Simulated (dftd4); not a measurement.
C2HO (SMILES [CH-]=C=O), charge -1, singlet, at a GFN2-xTB geometry; dftd4 with D4 for tpssh.

dftd4 was given this input:
```
$ dftd4 mol.xyz --func tpssh --charge -1 --json dftd4.json --noedisp

# file mol.xyz
4

C      0.01788210    -0.12688834    -1.22755692
C      0.01203885    -0.07902655    -0.00461356
H      0.10093196    -0.67882411    -2.12908504
O     -0.03505720     0.23928919     1.19026348
```

What the program printed (banner, timings and long lists left out):

```
                    ____  _____ _____     ____  _  _
      -------------|  _ \|  ___|_   _|---|  _ \| || |------------
     |             | | | | |_    | | ___ | | | | || |_           |
     |             | |_| |  _|   | ||___|| |_| |__   _|          |
     |             |____/|_|     |_|     |____/   |_|            |
     |             ===================================           |
     |            E. Caldeweyher, S. Ehlert & S. Grimme          |
     |          Mulliken Center for Theoretical Chemistry        |
     |                    University of Bonn                     |
      -----------------------------------------------------------

Rational (Becke-Johnson) damping: tpssh-D4-ATM
---------------------
  s6         1.0000
  s8         1.8590
  s9         1.0000
  a1         0.4429
  a2         4.6023
 alp        16.0000
--------------------

Dispersion energy:      -2.4773430512637E-03 Eh

[Info] JSON dump of results written to 'dftd4.json'
```
